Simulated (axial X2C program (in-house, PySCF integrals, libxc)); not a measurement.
**Ionising ScO**

Calculated with an axial X2C code built on PySCF integrals, spin-free (one-electron X2C) or two-component (2c: spin–orbit coupling with atomic mean-field Coulomb and Gaunt terms, which also bring small scalar terms), in Dyall basis sets with cores contracted in-house; open shells are unrestricted.

Basis sets: O dyall-av3z, Sc dyall-cv3z. Frozen shells (counts by l): ScO Sc 3s2p, O 1s, 9 electrons correlated; ScO⁺ Sc 3s2p, O 1s, 8 electrons correlated. Coupled cluster in natural virtuals with an MP2 remainder. Where the outer core of a metal is frozen, bonds come out longer and ionisation energies lower.

| Hamiltonian | level | ScO state | Re (Å) | ωe (cm⁻¹) | De (eV) |
| --- | --- | --- | --- | --- | --- |
| spin-free | HF | M_S = 1/2, Λ = 0 | 1.649 | 1048.4 | 3.16 |
| spin-free | PBE0 | M_S = 1/2, Λ = 0 | 1.645 | 1021.5 | 6.98 |
| 2c | HF | Ω = 1/2 | 1.649 | 1048.3 | 3.15 |
| 2c | PBE0 | Ω = 1/2 | 1.645 | 1021.5 | 6.98 |
| 2c | CCSD | Ω = 1/2 | 1.669 | 1000.8 | 6.10 |
| 2c | CCSD(T) | Ω = 1/2 | 1.687 | 958.0 | 6.61 |

Adiabatic ionisation energy (minimum to minimum, no zero-point term) and constants of ScO⁺:

```csv
Hamiltonian,level,ScO⁺ state,IE (eV),Re (Å),ωe (cm⁻¹),De (eV),fragments
spin-free,HF,"M_S = 0, Λ = 0",6.31,1.588,1147.1,2.24,Sc+ + O
spin-free,PBE0,"M_S = 0, Λ = 0",6.42,1.598,1098.2,6.92,Sc+ + O
2c,HF,Ω = 0,6.31,1.588,1147.0,n/a,Sc+ + O
2c,PBE0,Ω = 0,6.42,1.598,1098.2,n/a,Sc+ + O
2c,CCSD,Ω = 0,6.31,1.617,1084.6,n/a,Sc+ + O
2c,CCSD(T),Ω = 0,6.26,1.642,1010.9,n/a,Sc+ + O
```

Problem. Add the zero-point terms to the ionisation energy at CCSD(T), 2c, and say whether the electron removed was bonding.

Solution. IE0 = IE + (ωe⁺ − ωe)/2 = 6.26 + (0.003) = 6.26 eV. Re changes by -0.045 Å, so the bond shortens, as on loss of an antibonding or a polarising non-bonding electron.

Each entry is the lowest single determinant of a limited PBE0 search at one distance. De goes to single-determinant-based atoms at the same level (for ions the charge split of lowest energy) and is withheld (n/a) where an atom does not fit its ground term or J level. Main or longest-lived isotopes. One determinant is a doubtful description, or other states lie close, for ScO, ScO⁺; these need not be ground states, and all values refer to the states named. Some light 2c atoms are not at their ground J level, so De misses part of their lowering (0.04 eV or less). The functionals have no current term, which raises determinants with orbital currents.
